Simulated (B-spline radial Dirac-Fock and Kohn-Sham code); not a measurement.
# Kohn-Sham estimates against Dirac-Fock for the levels of Ge⁵⁺

System: the Ge⁵⁺ ion in the configuration [Ar] 3d9.

The density-functional columns are spherical, spin-unpolarised Dirac-Kohn-Sham results without Breit or QED terms: −ε is minus the orbital energy of the initial state and ΔSCF the difference of two total energies. The reference in the last column comes from Dirac-Fock energy differences between relaxed states, corrected for Breit and QED terms. All numbers are from an atomic code on a B-spline grid, in eV; a selection of levels is shown. The Kohn-Sham columns are given as differences from the reference. For the 1s level of heavy atoms much of the gap between ΔSCF and the reference is the Breit and QED part, -22.4 eV here; for other levels the error of the functional can be larger.

| level | PBE −ε − DF | PBE ΔSCF − DF | LDA −ε − DF | LDA ΔSCF − DF | Dirac-Fock |
| --- | --- | --- | --- | --- | --- |
| 1s | -160.3 | +41.3 | -180.2 | +20.7 | 11197.6 |
| 2s | -61.0 | -25.9 | -63.3 | -28.0 | 1511.4 |
| 2p1/2 | -44.0 | -1.5 | -44.6 | -2.1 | 1342.9 |
| 2p3/2 | -44.6 | -3.1 | -45.1 | -3.6 | 1311.6 |
| 3s | -28.4 | -13.5 | -29.0 | -14.1 | 273.2 |
| 3p1/2 | -21.7 | -6.9 | -21.8 | -7.1 | 216.3 |
| 3p3/2 | -21.7 | -7.1 | -21.8 | -7.2 | 211.9 |
| 3d | -11.8 | +2.3 | -11.5 | +2.6 | 116.2 |

Values without a named source are computed, but for edge energies of neutral atoms, which are taken from tables.
